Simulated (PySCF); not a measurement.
**Ag²⁺: ionisation energy**

Ag²⁺ [Kr] 4d9 (2D) → Ag³⁺ [Kr] 4d8 (3F), as a difference of total energies. Computed with PySCF 2.14 in cc-pVTZ-PP with ECP28MDF (5s5p4d2f1g, 63 functions), with scalar relativity through the core potential. Correlated levels: valence: 4s2 4p6 frozen. The calculations carry no spin-orbit coupling.

```csv
method,ionisation energy (eV)
UHF,32.888
PBE0,34.728
M06-L,34.448
MP2 (valence),34.766
SCS-MP2 (valence),34.633
```

Problem. How much does correlation contribute at MP2 (valence)?

Solution. 34.766 − (32.888) = 1.878 eV, measured against UHF.

The reference lies between the lowest fine-structure levels, while these numbers refer to the centres of the terms.

Errors of the correlated levels include the incompleteness of this basis and the frozen core.

For comparison: 34.8 ± 0.3 eV (semi-empirical (NIST evaluation); NIST Atomic Spectra Database, ionization energies).
